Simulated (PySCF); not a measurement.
A PySCF script (with the pyscf-properties extension) for the NMR shieldings of `InChI=1S/C7H9NOS/c1-6-2-3-8(9)4-7(6)5-10/h2-4,10H,5H2,1H3`, on a GFN2-xTB geometry:

```python
import basis_set_exchange as bse
import numpy as np
from pyscf import gto, dft
from pyscf.prop import nmr

atoms = """
C    -1.648256   -1.425272   -0.147350
C    -0.282716   -0.828623   -0.052169
C     0.822347   -1.598342    0.294985
C     2.077958   -1.049651    0.389546
N     2.295199    0.263670    0.148271
O     3.443871    0.760187    0.238022
C     1.233797    1.030074   -0.191149
C    -0.047190    0.529326   -0.304182
C    -1.154577    1.470871   -0.642722
S    -2.115051    1.917896    0.863109
H    -2.014224   -1.383061   -1.173618
H    -2.349483   -0.876078    0.479332
H    -1.633409   -2.464257    0.170004
H     0.699756   -2.650611    0.500418
H     2.952814   -1.620522    0.659243
H     1.463978    2.069393   -0.374670
H    -1.885256    1.020201   -1.311648
H    -0.779133    2.394987   -1.079128
H    -1.090229    2.449062    1.526243
"""
names = dict.fromkeys(["C", "N", "O", "S", "H"], "pcSseg-1")
basis = {el: gto.basis.parse(bse.get_basis(n, elements=[el], fmt="nwchem")) for el, n in names.items()}
mol = gto.M(atom=atoms, basis=basis, charge=0, verbose=0)
mf = dft.RKS(mol, xc="PBE0")
mf.grids.level = 2
mf.grids.alignment = dft.numint.BLKSIZE   # the property module wants whole blocks of grid points
mf.conv_tol = 1e-9
mf.kernel()

calc = nmr.RKS(mf)   # GIAO
C = mf.mo_coeff
Co = C[:, mf.mo_occ > 0]
resp = mf.gen_response(singlet=True, hermi=2)
def vind(x):   # induced exchange potential for any number of trial vectors
    d = np.einsum("pi,xij,qj->xpq", C, 2 * x.reshape(-1, C.shape[1], Co.shape[1]), Co, optimize=True)
    return np.einsum("xpq,pi,qj->xij", resp(d - d.transpose(0, 2, 1)), C, Co, optimize=True).ravel()
mo1, _ = nmr.rhf.solve_mo1(calc, with_cphf=vind)
sigma = calc.kernel(mo1)
for i, s in enumerate(sigma):   # ppm
    w = np.linalg.eigvalsh((s + s.T) / 2)
    print("%2d %-2s iso %8.1f  s11 %8.1f  s22 %8.1f  s33 %8.1f" % (i, mol.atom_pure_symbol(i), w.mean(), *w))
```

**Question.** What does it print?

**Answer.** 
```
 0 C  iso    167.4  s11    156.9  s22    159.7  s33    185.4
 1 C  iso     53.0  s11    -34.0  s22     15.2  s33    177.8
 2 C  iso     52.2  s11    -54.3  s22     57.1  s33    153.7
 3 C  iso     44.4  s11    -33.2  s22     41.0  s33    125.3
 4 N  iso    -67.7  s11   -182.2  s22   -159.1  s33    138.2
 5 O  iso   -123.8  s11   -375.4  s22   -155.1  s33    159.2
 6 C  iso     45.5  s11    -28.1  s22     51.1  s33    113.6
 7 C  iso     41.5  s11    -52.6  s22     12.4  s33    164.7
 8 C  iso    154.6  s11    140.4  s22    154.8  s33    168.7
 9 S  iso    542.4  s11    346.0  s22    506.2  s33    775.1
10 H  iso     29.5  s11     24.9  s22     27.9  s33     35.7
11 H  iso     28.6  s11     22.7  s22     29.8  s33     33.4
12 H  iso     29.6  s11     24.6  s22     28.5  s33     35.6
13 H  iso     24.6  s11     21.6  s22     23.5  s33     28.6
14 H  iso     23.6  s11     20.4  s22     24.3  s33     26.2
15 H  iso     23.7  s11     20.1  s22     22.4  s33     28.6
16 H  iso     28.5  s11     24.5  s22     27.3  s33     33.8
17 H  iso     27.9  s11     22.1  s22     26.9  s33     34.6
18 H  iso     30.1  s11     22.9  s22     29.1  s33     38.2
```

These numbers come from an equivalent density-fitted implementation of the same equations, which agrees with the script to about 0.01 ppm for H and up to a few tenths of a ppm for heavy atoms, so last digits may differ.

**Question.** Turn these shieldings into chemical shifts. Shifts are taken against calculated references (same method and geometry level): $^{13}$C (σ = 186.93 ppm) and $^{1}$H (σ = 31.72 ppm) vs TMS; $^{15}$N (σ = 267.73 ppm) against NH3; $^{17}$O (σ = 336.08 ppm) against H2O; $^{33}$S (σ = 503.73 ppm) against CS2.

**Answer.** Averaging equivalent atoms: C 7: 145.4; C 3: 142.5; C 6: 141.4; C 2: 134.8; C 1: 133.9; C 8: 32.3; C 0: 19.6; N 4: 335.4; O 5: 459.9; S 9: -39; H 14: 8.11; H 15: 8.00; H 13: 7.14; H 16/17: 3.54; H 10/11/12: 2.48; H 18: 1.61 ppm. Unscaled 17O shifts of doubly bonded oxygen tend to come out too high, by tens of ppm or more. Experimental scales use liquid or dissolved standards, which lie at an offset from isolated NH3 (liquid NH3: subtract about 20 ppm) and H2O (liquid H2O: subtract about 36 ppm). Unscaled 15N shifts of sp2 nitrogen come out 20 to 40 ppm too high even then.

Size and cost of the density-fitted run: 222 basis functions, 45 s wall time on 1 thread of an Arm Neoverse V1, shared host; peak memory 1 GiB.
